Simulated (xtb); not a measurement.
C5H7O2, doublet, geometry from GFN2-xTB; xtb with GFN2-xTB with ALPB(water).

Here is a job for xtb.
```
$ xtb mol.xyz --gfn 2 --chrg 0 --uhf 1 --alpb water --json

# file mol.xyz
14

C      2.60420738    -0.06080455     0.21942077
C      1.23737066     0.30649861     0.33831768
O      0.88586318     1.30069164     0.99078704
C      0.29623626    -0.55788055    -0.37721040
C     -1.04317296    -0.38695099    -0.37348314
C     -1.75407884     0.71276015     0.32968741
O     -1.87451690    -1.22643584    -1.02184069
H      3.35242127     0.54136143     0.70354210
H      2.92467247    -0.88544692    -0.39065939
H      0.72147317    -1.38935721    -0.92474692
H     -1.40770488     0.78167082     1.35885213
H     -2.82547492     0.53737980     0.29019472
H     -1.51584429     1.66647704    -0.13808284
H     -1.38368790    -1.92786732    -1.47106470
```

It wrote (shortened):

```
   ID    Z sym.   atoms
    1    6 C      1, 2, 4-6
    2    8 O      3, 7
    3    1 H      8-14

           -------------------------------------------------
          |                Calculation Setup                |
           -------------------------------------------------

           -------------------------------------------------
          |                 G F N 2 - x T B                 |
           -------------------------------------------------

      * Solvation model:               ALPB
        Solvent                        water
        Parameter file                 internal GFN2-xTB/ALPB
        Dielectric constant                8.0200E+01
        Reference state                gsolv [1 M gas/solution]
        Free energy shift                  1.0808E-03 Eh       6.7819E-01 kcal/mol
        Temperature                        2.9815E+02 K
        Density                            1.0000E+00 kg/L
        Solvent mass                       1.8000E+01 g/mol
        Interaction kernel             P16
        Born radius scaling (c1)           1.4744E+00
        Born radii integrator          GBOBC
        Born offset                        0.0000E+00 a0       0.0000E+00 AA
        H-bond correction              true
        Ion screening                  false
        Surface tension                    1.0000E-05 Eh       1.5569E+01 dyn/cm
        Grid points                               230 per atom

          ...................................................
          :                      SETUP                      :
          :.................................................:
          :  # basis functions                  35          :
          :  # atomic orbitals                  35          :
          :  # shells                           21          :
          :  # electrons                        39          :
          :  max. iterations                   250          :
          :  Hamiltonian                  GFN2-xTB          :
          :  restarted?                      false          :
          :  GBSA solvation                   true          :
          :  PC potential                    false          :
          :  electronic temp.          300.0000000     K    :
          :  accuracy                    1.0000000          :
          :  -> integral cutoff          0.2500000E+02      :
          :  -> integral neglect         0.1000000E-07      :
[...]
         :: total energy             -22.319730558616 Eh    ::
[...]
    13   1 H        0.925     0.093     1.852     2.128
    14   1 H        0.805     0.387     0.508     1.120

 Mol. C6AA /au·bohr⁶  :       1946.914579
 Mol. C8AA /au·bohr⁸  :      44827.126404
 Mol. α(0) /au        :         68.032701

Wiberg/Mayer (AO) data.
largest (>0.10) Wiberg bond orders for each atom

 ---------------------------------------------------------------------------
     #   Z sym  total        # sym  WBO       # sym  WBO       # sym  WBO
 ---------------------------------------------------------------------------
     1   6 C    3.529 --     2 C    1.275     8 H    0.977     9 H    0.977
                             3 O    0.143
     2   6 C    3.955 --     3 O    1.534     1 C    1.275     4 C    1.100
     3   8 O    1.906 --     2 C    1.534     1 C    0.143
     4   6 C    3.972 --     5 C    1.596     2 C    1.100    10 H    0.960
     5   6 C    3.932 --     4 C    1.596     7 O    1.149     6 C    1.045
     6   6 C    3.988 --     5 C    1.045    12 H    0.979    11 H    0.949
                            13 H    0.945
     7   8 O    2.171 --     5 C    1.149    14 H    0.826
     8   1 H    0.993 --     1 C    0.977
     9   1 H    0.992 --     1 C    0.977
    10   1 H    0.996 --     4 C    0.960
    11   1 H    0.991 --     6 C    0.949
    12   1 H    0.993 --     6 C    0.979
    13   1 H    0.991 --     6 C    0.945
    14   1 H    0.850 --     7 O    0.826
 ---------------------------------------------------------------------------

Topologies differ in total number of bonds
Writing topology from bond orders to xtbtopo.mol

molecular dipole:
                 x           y           z       tot (Debye)
 q only:       -0.271      -1.513      -1.102
   full:       -0.026      -1.689      -1.224       5.303
molecular quadrupole (traceless):
                xx          xy          yy          xz          yz          zz
 q only:        2.789      -3.972      -0.764      -2.264       0.760      -2.025
  q+dip:        3.203      -4.467      -0.795      -2.589       1.223      -2.408
   full:        1.903      -4.290      -0.492      -2.769       0.150      -1.411

           -------------------------------------------------
          | TOTAL ENERGY              -22.319730558616 Eh   |
          | GRADIENT NORM               0.029440452243 Eh/α |
          | HOMO-LUMO GAP               3.415352822975 eV   |
           -------------------------------------------------

normal termination of xtb
```
